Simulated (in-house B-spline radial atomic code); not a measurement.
Pt II (Pt+): [Ar] 3d10 4s2 (4p1/2)2 (4p3/2)3 4d10 4f14 5s2 5p6 5d9 6s1 (with a hole in an inner shell)

Level of theory: Dirac-Kohn-Sham relativistic LDA, spherical fractional occupations, Fermi nucleus of rms radius 5.427 fm; calculated with a radial B-spline atomic code at the basis-set limit.

Screening seen three ways: the hydrogenic charge with the same mean radius, Z_r = [3n² - l(l+1)]/(2<r>), the one with the same energy, Z_e = n√(-2ε), and Slater's rules. Values are occupation-weighted means over j. An effective charge above Z reflects the relativistic contraction of the inner shells.

| shell | electrons | ε (eV) | <r> (bohr) | Z_r | Z_e | Slater |
| --- | --- | --- | --- | --- | --- | --- |
| 1s | 2 | -77751 | 0.01723 | 87.04 | 75.59 | 77.70 |
| 2s | 2 | -13691 | 0.07199 | 83.35 | 63.44 | 73.85 |
| 2p | 6 | -12002 | 0.06487 | 77.08 | 59.40 | 73.85 |
| 3s | 2 | -3238.3 | 0.1872 | 72.11 | 46.28 | 66.75 |
| 3p | 6 | -2737.1 | 0.1875 | 66.65 | 42.55 | 66.75 |
| 3d | 10 | -2141.2 | 0.1706 | 61.54 | 37.63 | 56.85 |
| 4s | 2 | -714.41 | 0.4153 | 57.79 | 28.99 | 50.60 |
| 4p | 5 | -553.15 | 0.4378 | 52.54 | 25.50 | 50.60 |
| 4d | 10 | -330.12 | 0.4661 | 45.05 | 19.70 | 39.85 |
| 5s | 2 | -117.03 | 0.9406 | 39.87 | 14.66 | 21.20 |
| 4f | 14 | -94.044 | 0.5053 | 35.62 | 10.52 | 28.45 |
| 5p | 6 | -71.381 | 1.079 | 33.83 | 11.45 | 21.20 |
| 5d | 9 | -18.051 | 1.541 | 22.39 | 5.76 | 8.20 |
| 6s | 1 | -14.439 | 2.591 | 20.85 | 6.18 | 4.55 |

The least bound orbital is 6s1/2 at -14.44 eV, and it is also the most diffuse (<r> = 2.591 bohr). The part-filled 4p shell lies below the filled 5p shell in orbital energy.

For the 1s electron the small component carries 8.68 % of the norm, the zero-frequency Breit interaction raises the level by 286.9 eV, self-energy by 182.9 eV, and vacuum polarisation lowers it by 36.68 eV.
